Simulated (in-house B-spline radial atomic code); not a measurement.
# Ionising P5+ with different functionals

Computed with a B-spline radial code for spherical atoms: non-relativistic Hamiltonian, point nucleus, spin-polarised at highest spin, spherical fractional occupations for the functionals, the average over the highest-spin determinants for Hartree-Fock. The ionisation energy is the difference of two self-consistent energies, [He] 2s2 2p6 → [He] 2s2 2p5, without Breit or QED terms; ε is the level of the shell that loses the electron (its least bound occupied spin orbital).

Hybrids are left out here: with spherical fractional occupations of an open shell their exact exchange keeps a self-interaction that integer-occupation calculations don't have.

| method | rung | ΔSCF (eV) | -ε(2p) (eV) |
| --- | --- | --- | --- |
| Hartree-Fock | Hartree-Fock | 219.12 | 222.23 |
| LDA VWN5 | LDA | 220.75 | 199.81 |
| LDA PW92 | LDA | 220.74 | 199.79 |
| LDA exchange-only | LDA | 218.33 | 197.51 |
| PBE | GGA | 220.77 | 199.82 |
| PBEsol | GGA | 220.50 | 199.58 |
| BLYP | GGA | 220.83 | 199.89 |
| RPBE | GGA | 220.70 | 199.77 |
| PW91 | GGA | 221.03 | 200.07 |
| BP86 | GGA | 220.94 | 199.96 |
| AM05 | GGA | 220.43 | 199.52 |
| OLYP | GGA | 221.34 | 200.54 |
| TPSS | meta-GGA | 221.22 | 200.37 |
| SCAN | meta-GGA | 222.65 | 202.16 |
| r2SCAN | meta-GGA | 222.53 | 202.03 |
| M06-L | meta-GGA | 222.55 | 202.16 |
| revTPSS | meta-GGA | 220.93 | 200.12 |

Question: How do they compare with the NIST value?

Answer: NIST lists 220.43 eV ± 0.005 (semi-empirical, ground level to ground level). Errors run from -2.10 to +2.22 eV; AM05 is closest (-0.00 eV), but part of that can be cancellation, since the calculations leave out relativity, Breit-QED terms, multiplet and fine-structure energies. Hartree-Fock also lacks correlation.
